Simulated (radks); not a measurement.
Valence configurations of Ag (all share [Kr]). Calculated with a radial shooting solver on a logarithmic mesh with Libxc functionals: Dirac Kohn-Sham, BLYP, spin-unpolarised, spherical densities, point nucleus; open shells are shared between the two j in proportion to 2j + 1. Energies are relative to 4d10 5s1; eigenvalues in eV.

valence           E (eV)  e(4d3/2)  e(4d5/2)  e(5p1/2)  e(5p3/2)  e(5s1/2)
4d10 5s1           0.000    -7.675    -7.117         -         -    -4.455
4d9.5 5s1.5        1.696    -9.250    -8.672         -         -    -4.990
4d10 5s0.5 5p0.5   1.893    -8.717    -8.156    -1.374    -1.242    -5.189
4d10 5p1           3.899    -9.605    -9.042    -1.774    -1.621         -
4d9 5s2            3.925   -10.902   -10.305         -         -    -5.529
4d9 5s1.5 5p0.5    6.124   -11.851   -11.251    -1.800    -1.615    -6.173
4d9 5s1 5p1        8.419   -12.697   -12.094    -2.183    -1.977    -6.727
4d9 5s0.5 5p1.5   10.802   -13.472   -12.867    -2.525    -2.299    -7.222
4d8.5 5s0.5 5p2   16.631   -15.832   -15.205    -3.054    -2.781    -8.138
4d8 5s0.5 5p2.5   23.390   -18.201   -17.552    -3.568    -3.250    -9.016

NIST lists [Kr] 4d10 5s1 as the ground configuration; this level of theory agrees among the configurations tried. The energies are those of spherical spin-averaged densities, not of single terms.
